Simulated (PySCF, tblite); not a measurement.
Isomers of C2H7NSi2, one GFN2-xTB conformer each. Single-point energies are computed at PBE0/pcSseg-1 (PySCF, gas phase, no added dispersion term), electronic only.

Question: Rank them by PBE0/pcSseg-1 energy, lowest first (kcal/mol).
A. `C[Si@H]([SiH3])C#N`
B. `[CH:1]#[C:2][Si@@H:3]([NH2:4])[SiH3:5]` with C2–Si3–N4–H -63° and 76°

Answer: A (0.0), B (24.8).

As drawn, the lower has a C≡N group, which the higher lacks; the higher has a C≡C bond and an N–H bond, which the lower lacks. GFN2-xTB itself gives, in the same order: 0.0, 5.1. Both levels put the same isomer lowest.

Q: Which frontier levels, dipoles and rotational constants go with these structures?

A: 
| SMILES | HOMO (eV, PBE0/pcSseg-1) | LUMO (eV) | dipole (D) | A, B, C (MHz) |
| --- | --- | --- | --- | --- |
| C[Si@H]([SiH3])C#N | -8.88 | -0.71 | 4.03 | 3618, 2019, 1440 |
| C#C[Si@@H](N)[SiH3] | -7.57 | -0.49 | 1.37 | 3806, 2028, 1454 |

Q: What happens when harmonic zero-point energies from GFN2-xTB frequencies are added?

A: 
| SMILES | ZPE (kcal/mol) | electronic (kcal/mol) | with ZPE (kcal/mol) |
| --- | --- | --- | --- |
| C[Si@H]([SiH3])C#N | 48.2 | 0.0 | 0.0 |
| C#C[Si@@H](N)[SiH3] | 47.7 | 24.8 | 24.2 |

The zero-point energies span 0.5 kcal/mol. The order is unchanged.
